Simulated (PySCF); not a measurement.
AlH7O2Si2, SMILES [OH][Al]([OH])[SiH2][SiH3].

Geometry: B3LYP-D3(BJ)/def2-SVP. The structure was generated by enumeration; whether it is a known compound was not checked. Other conformers were not sampled.

Method: PBE/def2-TZVP (PySCF).

Gas-phase values at a fixed geometry.

The total energy is -975.67385 hartree. The point group is Cs, the highest occupied level is -6.71 eV and the lowest empty level comes out as -1.66 eV. The orbital gap comes out as 5.05 eV and the dipole moment is 0.496 e·Å. The quadrupole, principal values (traceless, Buckingham form, about the centre of nuclear charge) is -9.36, -3.40, 12.76 D·Å, the mean static polarisability is 97.5 bohr³ (14.45 Å³) and the polarisability, principal values is 84.1, 89.1, 119.4 bohr³.
